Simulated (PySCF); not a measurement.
PySCF input (PBE/def2-QZVPPD):

```python
import numpy as np, basis_set_exchange as bse
from pyscf import gto, scf, dft, df

basis = {'B': gto.basis.parse(bse.get_basis('def2-QZVPPD', elements=['B'], fmt='nwchem')), 'H': gto.basis.parse(bse.get_basis('def2-QZVPPD', elements=['H'], fmt='nwchem')), 'N': gto.basis.parse(bse.get_basis('def2-QZVPPD', elements=['N'], fmt='nwchem'))}
mol = gto.M(
    atom='''
    B    -0.77657967    0.03230627   -0.00413419
    N     0.60979542   -0.02536793    0.00324630
    H    -1.39837774   -0.98543134   -0.02544751
    H    -1.31189213    1.09818051    0.01101914
    H     1.19719081    0.79223349    0.02089926
    H     1.12740949   -0.88893853   -0.00852404
    ''',
    basis=basis,
    charge=0,
    verbose=4,
    max_memory=8640,
)
mf = dft.RKS(mol, xc='pbe')
mf.grids.level = 3
mf = mf.density_fit(auxbasis=df.autoaux(mol))
mf.conv_tol = 1e-9
mf.max_cycle = 100
print('smallest overlap eigenvalue', np.linalg.eigvalsh(mol.intor('int1e_ovlp'))[0])
mf.kernel()
dip = mf.dip_moment()
```

Output:

```
PySCF version 2.14.0

[INPUT] verbose = 4
[INPUT] num. atoms = 6
[INPUT] num. electrons = 16
[INPUT] charge = 0
[INPUT] spin (= nelec alpha-beta = 2S) = 0
[INPUT] symmetry False subgroup None
[INPUT] Mole.unit = angstrom
[INPUT] Symbol           X                Y                Z      unit          X                Y                Z       unit  Magmom
[INPUT]  1 B     -0.776579670000   0.032306270000  -0.004134190000 AA   -1.467522890205   0.061050002406  -0.007812486847 Bohr   0.0
[INPUT]  2 N      0.609795420000  -0.025367930000   0.003246300000 AA    1.152346335814  -0.047938440047   0.006134617918 Bohr   0.0
[INPUT]  3 H     -1.398377740000  -0.985431340000  -0.025447510000 AA   -2.642550947288  -1.862195347163  -0.048088824452 Bohr   0.0
[INPUT]  4 H     -1.311892130000   1.098180510000   0.011019140000 AA   -2.479116830672   2.075260399235   0.020823156728 Bohr   0.0
[INPUT]  5 H      1.197190810000   0.792233490000   0.020899260000 AA    2.262362749746   1.497104322808   0.039493877606 Bohr   0.0
[INPUT]  6 H      1.127409490000  -0.888938530000  -0.008524040000 AA    2.130495166336  -1.679850363273  -0.016108101075 Bohr   0.0

nuclear repulsion = 32.2949639009591
number of shells = 82
number of NR pGTOs = 310
number of NR cGTOs = 258
basis = {'B': [[0, [46447.667056, 3.8388681014e-05], [6957.6889042, 0.00029836770197], [1583.4428403, 0.0015645478806], [448.46601009, 0.0065476770742], [146.28639262, 0.023139008388], [52.784386084, 0.069615799357], [20.51939617, 0.17119636876], [8.4185659258, 0.31913191837]], [0, [36.510018312, 0.078990617244], [10.541854005, 0.78926384265]], [0, [3.6004091387, 1.0]], [0, [1.5617023749, 1.0]], [0, [0.44997370775, 1.0]], [0, [0.18075230237, 1.0]], [0, [0.071596696319, 1.0]], [0, [0.029941402533, 1.0]], [1, [72.24046276, 0.00086539170411], [16.807707208, 0.0068762067365], [5.2259410747, 0.030976687148], [1.8508350671, 0.10432357913], [0.72206782663, 0.26164137577]], [1, [0.29491018056, 1.0]], [1, [0.12201141839, 1.0]], [1, [0.049865393625, 1.0]], [2, [1.11, 1.0]], [2, [0.402, 1.0]], [2, [0.145, 1.0]], [2, [0.050896593879, 1.0]], [3, [0.882, 1.0]], [3, [0.311, 1.0]], [4, [0.673, 1.0]]], 'H': [[0, [190.69169, 0.00070815167], [28.605532, 0.0054678827], [6.5095943, 0.027966605], [1.8412455, 0.10764538]], [0, [0.59853725, 1.0]], [0, [0.21397624, 1.0]], [0, [0.080316286, 1.0]], [1, [2.292, 1.0]], [1, [0.838, 1.0]], [1, [0.292, 1.0]], [1, [0.084063199228, 1.0]], [2, [2.062, 1.0]], [2, [0.662, 1.0]], [3, [1.397, 1.0]]], 'N': [[0, [90726.88921, 3.9257887368e-05], [13590.528801, 0.00030513316455], [3092.9883781, 0.0016000560446], [875.99876362, 0.0066982937306], [285.74469982, 0.023690078765], [103.11913417, 0.071455405268], [40.128556777, 0.17632774876], [16.528095704, 0.32677592815]], [0, [69.390960983, 0.080052094386], [20.428200596, 0.78268063538]], [0, [7.1292587972, 1.0]], [0, [3.1324304893, 1.0]], [0, [0.98755778723, 1.0]], [0, [0.38765721307, 1.0]], [0, [0.14909883075, 1.0]], [0, [0.062151630318, 1.0]], [1, [150.0574267, -0.00086216165986], [35.491599483, -0.0068571273236], [11.247864223, -0.031795688855], [4.0900305195, -0.10537396822], [1.6220573146, -0.24519708041]], [1, [0.6644226153, 1.0]], [1, [0.2709977007, 1.0]], [1, [0.10688749984, 1.0]], [2, [2.837, 1.0]], [2, [0.968, 1.0]], [2, [0.335, 1.0]], [2, [0.1082528001, 1.0]], [3, [2.027, 1.0]], [3, [0.685, 1.0]], [4, [1.427, 1.0]]]}
ecp = {}
ETB for N: l = 0, exps = 0.124303260636 * 1.8^n , n = 0..16
ETB for N: l = 1, exps = 0.16903913015799998 * 1.8^n , n = 0..13
ETB for N: l = 2, exps = 0.17040443041800002 * 1.8^n , n = 0..12
ETB for N: l = 3, exps = 0.21514029994 * 2.2^n , n = 0..7
ETB for N: l = 4, exps = 0.2165056002 * 2.2^n , n = 0..7
ETB for N: l = 5, exps = 0.7932528001000001 * 2.3^n , n = 0..3
ETB for B: l = 0, exps = 0.059882805066 * 1.8^n , n = 0..16
ETB for B: l = 1, exps = 0.079806796158 * 1.8^n , n = 0..13
ETB for B: l = 2, exps = 0.080837996412 * 1.8^n , n = 0..12
ETB for B: l = 3, exps = 0.100761987504 * 2.2^n , n = 0..7
ETB for B: l = 4, exps = 0.101793187758 * 2.2^n , n = 0..7
ETB for B: l = 5, exps = 0.361896593879 * 2.3^n , n = 0..3
ETB for H: l = 0, exps = 0.160632572 * 1.8^n , n = 0..11
ETB for H: l = 1, exps = 0.164379485228 * 2^n , n = 0..5
ETB for H: l = 2, exps = 0.168126398456 * 2.2^n , n = 0..5
ETB for H: l = 3, exps = 0.746063199228 * 2.2^n , n = 0..3
ETB for H: l = 4, exps = 1.324 * 2.2^n , n = 0..2
smallest overlap eigenvalue 2.2146184744177046e-05

******** <class 'pyscf.df.df_jk.DFRKS'> ********
method = DFRKS
initial guess = minao
damping factor = 0
level_shift factor = 0
DIIS = <class 'pyscf.scf.diis.CDIIS'>
diis_start_cycle = 1
diis_space = 8
diis_damp = 0
SCF conv_tol = 1e-09
SCF conv_tol_grad = None
SCF max_cycles = 100
direct_scf = False
XC library pyscf.dft.libxc version 7.1.2
    S. Lehtola, C. Steigemann, M. J. T. Oliveira, and M. A. L. Marques,  SoftwareX 7, 1–5 (2018)
XC functionals = pbe
    J. P. Perdew, K. Burke, and M. Ernzerhof,  Phys. Rev. Lett. 77, 3865 (1996)
    J. P. Perdew, K. Burke, and M. Ernzerhof,  Phys. Rev. Lett. 78, 1396 (1997)
    J. P. Perdew, K. Burke, and M. Ernzerhof,  Phys. Rev. Lett. 77, 3865 (1996)
    J. P. Perdew, K. Burke, and M. Ernzerhof,  Phys. Rev. Lett. 78, 1396 (1997)
radial grids:
    Treutler-Ahlrichs [JCP 102, 346 (1995); DOI:10.1063/1.469408] (M4) radial grids

becke partition: Becke, JCP 88, 2547 (1988); DOI:10.1063/1.454033
pruning grids: <function nwchem_prune>
grids dens level: 3
symmetrized grids: False
atomic radii adjust function: <function treutler_atomic_radii_adjust>
small_rho_cutoff = 0
Set gradient conv threshold to 3.16228e-05
Initial guess from minao.
tot grids = 67184
init E= -81.8795301612205
  HOMO = -0.346580253235203  LUMO = -0.0985720388779097  gap/eV = 6.74865
cycle= 1 E= -81.9102346774235  delta_E= -0.0307  |g|= 0.43  |ddm|= 1.27
  HOMO = -0.177703023397894  LUMO = -0.00419193671562468  gap/eV = 4.72148
cycle= 2 E= -81.8428536128844  delta_E= 0.0674  |g|= 0.702  |ddm|= 0.503
  HOMO = -0.26329171032687  LUMO = -0.0257463642704386  gap/eV = 6.46394
cycle= 3 E= -81.9538202631749  delta_E= -0.111  |g|= 0.12  |ddm|= 0.304
  HOMO = -0.271335515216779  LUMO = -0.0340779161942368  gap/eV = 6.45611
cycle= 4 E= -81.957530448176  delta_E= -0.00371  |g|= 0.0313  |ddm|= 0.069
  HOMO = -0.27016122312238  LUMO = -0.0316222471313132  gap/eV = 6.49098
cycle= 5 E= -81.9577897722091  delta_E= -0.000259  |g|= 0.00335  |ddm|= 0.0183
  HOMO = -0.270638943264811  LUMO = -0.0315174705911111  gap/eV = 6.50683
cycle= 6 E= -81.9577940323325  delta_E= -4.26e-06  |g|= 0.000311  |ddm|= 0.00326
  HOMO = -0.270576911019753  LUMO = -0.0315207403599558  gap/eV = 6.50505
cycle= 7 E= -81.9577940696151  delta_E= -3.73e-08  |g|= 5.06e-05  |ddm|= 0.000377
  HOMO = -0.270591525676017  LUMO = -0.0315268020432391  gap/eV = 6.50528
cycle= 8 E= -81.9577940704956  delta_E= -8.81e-10  |g|= 3.8e-06  |ddm|= 3.69e-05
  HOMO = -0.270590016039685  LUMO = -0.031525701649197  gap/eV = 6.50527
Extra cycle  E= -81.9577940704951  delta_E= 5.68e-13  |g|= 4.32e-06  |ddm|= 4.81e-06
converged SCF energy = -81.9577940704951
Dipole moment(X, Y, Z, Debye):  1.98917, -0.08277,  0.01059
```
